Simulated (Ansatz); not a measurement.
`[Cl][Mg][Br]` + H₂ → `[MgH][Cl]` + HBr at 298.15 K and 1 bar (hydrogenolysis of a Mg–Br bond).

Calculated with Ansatz (gas phase, PBE0-D4/def2-TZVP geometries, no zero-point term in ΔE). CCSD(T)/CBS adds triple-zeta CCSD(T) − MP2 to the extrapolated MP2 energy (def2 sets, frozen cores). This one scheme is used for every species. For Br, Mg outer-core shells are correlated without core-valence functions, which leaves a few kJ/mol of doubt a bond. Scalar relativity is left out up to krypton.

| species | CCSD(T)/CBS energy (Eh) | H − E (kJ/mol) | S (J/(mol·K)) |
| --- | --- | --- | --- |
| `[Cl][Mg][Br]` | -3233.14611 | 20.4 | 289.3 |
| H₂ | -1.17544 | 35.1 | 130.4 |
| `[MgH][Cl]` | -660.33122 | 28.0 | 239.9 |
| HBr | -2573.91920 | 24.6 | 198.6 |

H − E and S are ideal-gas, rigid-rotor, harmonic terms from PBE0-D4/def2-TZVP. The MP2-based limit puts H₂ 0.8 mEh under its directly extrapolated value; such offsets cancel only in part. 1 Eh = 2625.50 kJ/mol, R = 8.31446 J/(mol·K).

Problem. By hand: ΔE, ΔH, ΔS and ΔG.

Solution. ΔE = (-660.33122) + (-2573.91920) − (-3233.14611) − (-1.17544) = 0.07113 Eh = 186.8 kJ/mol. Δ(H − E) = 28.0 + 24.6 − 20.4 − 35.1 = -2.9, so ΔH = 183.9 kJ/mol. ΔS = 239.9 + 198.6 − 289.3 − 130.4 = 18.8 J/(mol·K). ΔG = 183.9 − 298.15 × (18.8)/1000 = 178.3 kJ/mol.

Problem. By hand: the equilibrium constant, and the temperature at which ΔG would vanish if ΔH and ΔS stayed fixed.

Solution. log₁₀ K = −ΔG/(RT ln 10) = -31.2. ΔG = 0 at ΔH/ΔS = 9782 K, far beyond where these terms or the molecules hold.

ΔH outweighs TΔS. A doubt of 5 kJ/mol in ΔE shifts log₁₀ K by 0.9 here. These are equilibria of isolated gas molecules and say nothing of rates. Largest T1 diagnostic: 0.007 (customary marks: 0.02 for closed shells, 0.045 for open ones).
